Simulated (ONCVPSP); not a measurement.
Varying the ONCV potential for sulfur (S)

Base potential:

* Element: sulfur (S)
* Generator: ONCVPSP 4.0.1
* Type: optimised norm-conserving Vanderbilt (ONCV)
* Functional: LDA (Perdew-Zunger)
* Relativity: scalar-relativistic
* Frozen core: [Ne]
* Valence charge: 6
* Reference configuration: 3s2 3p4
* Partial waves: 3s: rc 1.50 bohr, ncon 4, nbas 7, qcut 5.3 1/bohr, 3 projectors, debl 2.1 Ha; 3p: rc 1.55 bohr, ncon 3, nbas 7, qcut 6.2 1/bohr, 1 projector
* Local potential: polynomial inside 1.05 bohr (lpopt 2, dvloc0 3 Ha)
* Core correction: none

All-electron outer shells of the reference configuration (LDA (Perdew-Zunger), scalar-relativistic, ld1.x):

```csv
shell,level (eV),outermost node (bohr),outermost maximum (bohr)
2s,-210.79,0.13,0.39
2p,-156.52,–,0.33
3s,-17.28,0.60,1.40
3p,-7.11,0.58,1.59
```

Cutoffs, loose and tight: the cutoffs (Ha) at which the residual kinetic energy of the hardest occupied pseudo-wave falls to 1 and 0.1 mHa per electron. They do not see the model core or the augmentation charge, which bear on the density cutoff. Test errors are all-electron minus pseudo excitation energies from the reference, over the configurations 3s2 3p3; 3s2 3p2; 3s2 3p1; 3s1 3p4. A dash means not determined; rows that change the core or the reference have their own tests.

A true bound ghost makes a file unfit for plane-wave use even where its test errors are small: the radial tests pick states by their node count and pass the ghost by.

```csv
change,outcome,"cutoff, loose","cutoff, tight",bound ghosts,GHOST(+) flags above zero,largest test error (meV)
base,generated,13 Ha,29 Ha,none,s,+112
p: qcut 9.5,generated,13 Ha,29 Ha,none,s,+116
"local potential polynomial inside 1.05 bohr (lpopt 2, dvloc0 0.5 Ha)",generated,13 Ha,29 Ha,none,s,+114
"local potential polynomial inside 1.25 bohr (lpopt 5, dvloc0 0 Ha)",generated,13 Ha,29 Ha,none,s,+115
p: qcut 9.2,generated,13 Ha,29 Ha,none,s,+116
```

What comes out with this change to the base: all radii scaled by about 0.92 (s 1.38, p 1.42 bohr); local potential polynomial inside 0.96 bohr (lpopt 2, dvloc0 3 Ha)?

outcome: generated; cutoff, loose: 13 Ha; cutoff, tight: 26 Ha; bound ghosts: s; GHOST(+) flags above zero: s; largest test error (meV): +113.
